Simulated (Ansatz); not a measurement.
Reaction (ligand exchange at the Si–Cl bond): `SS[SiH2]Cl` + H–F → `F[SiH2]SS` + HCl

Program: Ansatz. Geometries: PBE0-D4/def2-TZVP. ΔE: electronic, gas phase. CBS: MP2 limit from def2 TZ/QZ plus the TZ coupled-cluster correction, frozen cores. This one scheme is used for every species. Functionals use def2-TZVPP. One conformer a species, not always the lowest.

```tsv
level	ΔE (kcal/mol)	difference from CCSD(T)/CBS
r2SCAN-D4	-9.0	-0.9
B97M-V	-9.9	-1.8
PBE0-D4	-6.9	1.2
r2SCAN	-9.3	-1.2
PBE0	-7.9	0.2
BHLYP	-10.7	-2.6
CAM-B3LYP	-11.2	-3.1
SCS-MP2/def2-TZVPP	-9.4	-1.3
HF/CBS(def2)	-11.5	-3.4
CCSD/CBS(def2)	-8.5	-0.4
CCSD(T)/CBS	-8.1	0
```

Largest T1 diagnostic among the species: 0.012.

In def2-TZVPP, CCSD(T) changes the Hartree–Fock value by +1.8 kcal/mol (the triples alone add +0.4 kcal/mol) and MP2 by +3.1 kcal/mol. The D4 term adds +1.8 kcal/mol with B3LYP and +1.0 kcal/mol with PBE0; it sums over pairs of atoms, weighted by their polarisabilities, and B3LYP, whose exchange is more repulsive, gets the larger term. Leaving LDA and LC-ωPBE aside and taking each functional with its dispersion term where it has one, the values, not all of them listed here, spread over 4.0 kcal/mol, from CAM-B3LYP-D4 to revPBE-D4.

B3LYP here is the variant with VWN-RPA as its local correlation; programs differ in this.
